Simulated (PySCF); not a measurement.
## Electron correlation in Ne²⁺ (neon, charge +2)

[He] 2s2 2p4, high-spin 3P determinant. Computed with PySCF 2.14 in x2c-TZVPPall with one added diffuse shell each of s, p, d type (6s4p3d1f, 40 functions), with the spin-free X2C one-electron Hamiltonian (Gaussian nucleus). Frozen: nothing; 8 electrons correlated.

MP2 pair energies summed by pair of shells (mhartree):

| pair | energy | share (%) |
| --- | --- | --- |
| 2p-2p | -66.29 | 41.5 |
| 2s-2p | -64.99 | 40.7 |
| 1s-1s | -11.77 | 7.4 |
| 2s-2s | -9.56 | 6.0 |
| 1s-2p | -4.59 | 2.9 |
| 1s-2s | -2.43 | 1.5 |

Total MP2 correlation energy: -159.62 mhartree.

Same-spin part -35.65 and opposite-spin part -123.97 mhartree; SCS-MP2 scales them by 1/3 and 6/5 to -160.65 mhartree.

This basis was not built for core-valence correlation, so the inner-shell part is incomplete.
